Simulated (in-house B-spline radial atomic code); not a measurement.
How numerical settings move a run on the titanium ion Ti⁺, [Ar] 3d2 4s1. Computed with an all-electron radial atomic-structure program (B-spline basis): Dirac-Hartree-Fock, average of configuration, Fermi nucleus of rms radius 3.5921 fm.

Command:
```bash
python run_scf.py task.json out
```
Settings of the sound reference run:
```
Z                22
electrons        21
configuration    [Ar] 3d2 4s1
hamiltonian      dirac
method           hf
spin_polarised   False
nucleus          fermi
rms_radius       3.5921
mass_number      48
atomic_mass      47.94794
speed_of_light   137.036
knot_spacing     0.22
spline_order     8
gauss_points     12
box_radius       35.29
max_iterations   70
damping          0.5
damped_steps     3
diis_vectors     10
tolerance        1e-08
start            Thomas-Fermi
```

Time taken, with all properties: 2.1 s on 1 thread of Arm Neoverse N1, on a shared host.

It converges in 11 iterations to -852.605295 hartree, with 4s1/2 at -12.7845 eV. The other runs change the listed settings, some to values that make no sense; their results aren't properties of the atom or ion. Radii are in bohr (the nuclear one in fm), a minus after a letter asks for a j subshell, and «unchanged» means within 1e-8 hartree. The run stops when the residual is below 10 × tolerance × max(1, Z/10), or a noise floor if that is larger, and the energy moves by less than 1e-8 × √|E| hartree; so very loose and very tight tolerances often act alike.

| changed settings | outcome |
| --- | --- |
| knot_spacing = 0.1, box_radius = 3.53, first_knot = 0.000455, max_iterations = 75, diis_vectors = 4 | converged in 9 iterations, energy +4.90e-01 hartree from the reference, 4s1/2 level +1.2e+01 eV (the program warns: 4s1/2 reaches the box edge; 3s1/2 reaches the box edge) |
| electrons = 24, configuration = [Ar] 3d2 4s1 5s3, max_iterations = 75 | stopped with error: shell 5s holds at most 2 electrons |
| gauss_points = 5, box_radius = 1.41, max_iterations = 3, diis_vectors = 4 | not converged after 3 iterations, last residual 5.5e-03, last energy +2.95e+01 hartree from the reference |
| knot_spacing = 0.1, spline_order = 4, first_knot = 0.0136, max_iterations = 5 | not converged after 5 iterations, last residual 4.0e-03, last energy +1.14e-02 hartree from the reference |
| max_iterations = 5 | not converged after 5 iterations, last residual 8.9e-03, last energy +2.79e-03 hartree from the reference |
| electrons = 22, configuration = [Ar] 3d2 4s1 5p-1, max_iterations = 100 | converged in 10 iterations to -852.6603 hartree, a different physical problem (warning: 5p1/2 reaches the box edge) |
| gauss_points = 6, max_iterations = 12 | converged in 11 iterations, energy unchanged |
| max_iterations = 8 | not converged after 8 iterations, last residual 1.4e-05, last energy +6.64e-09 hartree from the reference |
| knot_spacing = 0.1, spline_order = 10, max_iterations = 8, damping = 0.2 | not converged after 8 iterations, last residual 5.6e-07, last energy -2.66e-09 hartree from the reference |

Q: What happens with max_iterations = 3?

A: Not converged after 3 iterations, last residual 6.0e-02, last energy +1.40e-01 hartree from the reference.

Q: What happens with max_iterations = 2?

A: Not converged after 2 iterations, last residual 2.2e-01, last energy +1.38e+00 hartree from the reference.

Q: What happens with start = bare nucleus?

A: Converged in 10 iterations, energy unchanged, 4s1/2 level +2.0e-06 eV.

Q: What happens with tolerance = 1e-06?

A: Converged in 9 iterations, energy unchanged, 4s1/2 level -1.5e-05 eV.
